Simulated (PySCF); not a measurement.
C2H9InN, charge +1, multiplicity 1. Atoms are numbered in the order given.

```xyz
13

In     0.0092     0.2303     0.0585
C      1.6339     0.8623    -1.1824
H      2.5393     0.3095    -0.8910
H      1.8010     1.9403    -1.0575
H      1.3880     0.6418    -2.2315
C     -1.5893     0.3104     1.4788
H     -2.5156    -0.0308     0.9935
H     -1.7153     1.3396     1.8401
H     -1.3487    -0.3530     2.3227
N     -0.0807    -2.1025    -0.5320
H     -0.7909    -2.2932    -1.2474
H     -0.3173    -2.7053     0.2630
H      0.8040    -2.4542    -0.9123
```
Charge +1, spin multiplicity 1.

Coordinates come from a B3LYP-D3(BJ)/def2-SVP optimisation. The multiplicity is an assumed one; other spin states were not compared. The isomer is the one that the SMILES or the coordinates give; other isomers of the formula were not compared. The def2 effective core potentials stand for the cores of In; spin–orbit coupling is left out.

The numbers are results of B3LYP-D3(BJ)/def2-SVP run with PySCF, not measurements.

Frequencies are harmonic and unscaled.

A small imaginary wavenumber (i) marks a very flat motion, where grid noise or a shallow saddle decides the sign.

Computed normal modes with their intensities:
| mode | ν (cm⁻¹) | IR (km/mol) | Raman (Å⁴/amu) | depolarisation | moving atoms (share of kinetic energy) |
|---|---|---|---|---|---|
| 1 | 10i | 0.1 | 0.1 | 0.75 | H 99 % |
| 2 | 60 | 0.0 | 0.0 | – | H 97 % |
| 3 | 61 | 0.0 | 0.0 | – | H 98 % |
| 4 | 110 | 1.2 | 4.1 | 0.75 | N 37 %, H 29 %, C 27 % |
| 5 | 117 | 0.4 | 0.2 | 0.74 | C 47 %, H 28 %, In 23 % |
| 6 | 118 | 2.3 | 0.9 | 0.74 | C 53 %, H 28 %, In 18 % |
| 7 | 293 | 12.3 | 4.0 | 0.15 | N 72 %, H 16 %, In 11 % |
| 8 | 467 | 0.8 | 85.5 | 0.21 | C 82 %, H 17 % |
| 9 | 537 | 0.0 | 2.7 | 0.75 | C 50 %, H 34 %, In 13 % |
| 10 | 543 | 23.8 | 0.0 | – | H 89 %, N 10 % |
| 11 | 569 | 51.1 | 0.2 | 0.75 | H 68 %, C 15 %, N 9 % |
| 12 | 682 | 0.0 | 1.2 | 0.75 | H 88 %, C 12 % |
| 13 | 741 | 20.4 | 0.1 | 0.75 | H 85 %, C 14 % |
| 14 | 770 | 52.3 | 0.1 | 0.70 | H 82 %, C 16 % |
| 15 | 778 | 71.5 | 0.8 | 0.75 | H 82 %, C 17 % |
| 16 | 1201 | 6.3 | 0.3 | 0.69 | H 83 %, C 17 % |
| 17 | 1209 | 0.7 | 40.6 | 0.16 | H 85 %, C 15 % |
| 18 | 1251 | 127.8 | 0.3 | 0.06 | H 84 %, N 16 % |
| 19 | 1416 | 0.0 | 9.5 | 0.75 | H 95 % |
| 20 | 1421 | 5.1 | 4.5 | 0.75 | H 95 % |
| 21 | 1424 | 0.0 | 4.3 | 0.75 | H 95 % |
| 22 | 1429 | 10.3 | 10.0 | 0.75 | H 95 % |
| 23 | 1631 | 22.5 | 6.0 | 0.75 | H 95 % |
| 24 | 1632 | 29.2 | 5.8 | 0.74 | H 95 % |
| 25 | 3048 | 0.3 | 0.0 | – | H 98 % |
| 26 | 3049 | 1.2 | 316.4 | 0.01 | H 98 % |
| 27 | 3156 | 0.0 | 170.2 | 0.75 | H 90 %, C 10 % |
| 28 | 3157 | 1.3 | 27.9 | 0.75 | H 90 %, C 10 % |
| 29 | 3175 | 0.5 | 97.0 | 0.75 | H 90 %, C 10 % |
| 30 | 3176 | 4.6 | 103.6 | 0.73 | H 90 %, C 10 % |
| 31 | 3436 | 42.0 | 99.7 | 0.00 | H 98 % |
| 32 | 3536 | 57.9 | 44.5 | 0.75 | H 92 %, N 8 % |
| 33 | 3545 | 54.0 | 48.6 | 0.75 | H 92 %, N 8 % |
